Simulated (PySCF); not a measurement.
Species: C4H11BF2Ge.
Numbering: `[CH3:1][C:2]([CH3:3])([CH3:4])[GeH2:5][B:6]([F:7])[F:8]` (hydrogens: H9, H10, H11 on C1; H12, H13, H14 on C3; H15, H16, H17 on C4; H18, H19 on Ge5)

Method: PBE0-D3(BJ)/def2-SVP geometry optimisation, gas phase (PySCF 2.14.0); density fitting, grid level 1; the optimiser is geomeTRIC in internal coordinates, started from a GFN2-xTB structure with every atom displaced at random (about 0.01 Å).

Step 0: E = -66925.9458 eV
```
atom  x, y, z in Å  |  force x, y, z in eV/Å
C1     -0.2088    0.9279   -1.3263   -1.374   1.552   0.792
C2     -0.5319    0.1231   -0.0851    0.304  -0.068   0.076
C3     -1.7343    0.7236    0.6522    1.448   0.238   0.251
C4     -0.8045   -1.3091   -0.4861   -2.011   0.515   0.631
Ge5     1.1065    0.1317    1.0998   -1.231   0.225  -0.005
B6      2.7294   -0.7060    0.2426    0.950  -0.724  -0.525
F7      3.3732   -0.1799   -0.7801   -0.185   0.541  -0.228
F8      3.2461   -1.8669    0.6056   -0.275  -0.160   0.389
H9     -0.0115    1.9915   -1.0430    0.052  -0.443  -0.300
H10     0.6247    0.5459   -1.8591    1.174  -0.496  -0.797
H11    -1.0953    0.9474   -1.9946    0.219  -0.062  -0.015
H12    -1.4914    1.7485    0.9732   -0.204   0.075  -0.026
H13    -1.9685    0.1536    1.5422   -0.174  -0.354   0.548
H14    -2.6140    0.7403    0.0301   -0.663   0.056  -0.624
H15    -1.7283   -1.3608   -1.1157    0.418   0.022   0.112
H16    -0.0055   -1.7321   -1.0289    1.302  -0.805  -0.896
H17    -1.0197   -1.9131    0.3973    0.059  -0.381   0.219
H18     0.7445   -0.5201    2.4167   -0.076  -0.473   0.402
H19     1.3588    1.5617    1.4979    0.268   0.742  -0.005
```

**Question.** Estimate the geometry and energy of step 1. (The exact step hangs on the optimiser's Hessian estimate; all steps are aligned on step 0, rigid shifts and turns removed.)

**Answer.** E = -66926.1825 eV, largest force 0.468 eV/Å
```
atom  x, y, z in Å  |  force x, y, z in eV/Å
C1     -0.1744    0.9557   -1.3075    0.296  -0.147  -0.192
C2     -0.5019    0.1308   -0.0656   -0.021   0.028   0.003
C3     -1.7093    0.7211    0.6566   -0.168  -0.080   0.041
C4     -0.7745   -1.3203   -0.4520    0.305  -0.156  -0.201
Ge5     1.0533    0.1826    1.1732    0.203   0.034   0.102
B6      2.6568   -0.7279    0.1858   -0.406   0.185   0.142
F7      3.1740   -0.1511   -0.8842    0.152  -0.101   0.047
F8      3.1081   -1.9233    0.5066    0.103   0.025  -0.044
H9      0.0329    2.0068   -1.0613    0.007   0.069   0.024
H10     0.7085    0.5603   -1.8538   -0.233   0.098   0.168
H11    -1.0251    0.9414   -2.0092   -0.052   0.000  -0.039
H12    -1.5327    1.7614    0.9666    0.000   0.065  -0.009
H13    -1.9637    0.1436    1.5616   -0.006   0.022  -0.051
H14    -2.6019    0.7149   -0.0013    0.117  -0.001   0.051
H15    -1.6545   -1.3823   -1.1131   -0.065   0.001  -0.048
H16     0.0785   -1.7699   -1.0089   -0.259   0.126   0.187
H17    -0.9760   -1.9533    0.4252    0.000  -0.027   0.031
H18     0.7049   -0.5470    2.4957    0.023   0.015  -0.130
H19     1.3663    1.6637    1.5240    0.003  -0.156  -0.081
```

The energy changes by -0.2367 eV. The first-order estimate −F·Δx gives -0.5896 eV and the mean of the old and new forces, exact on a quadratic surface, -0.2416 eV. The step makes an angle of 73° with the force vector and moves no atom by more than 0.227 Å.

The cost below is that of the whole optimisation. The run took 3.9 min on an Arm Neoverse N1 with one thread, no GPU, shared host, and the process peaked at 0.81 GiB of memory.
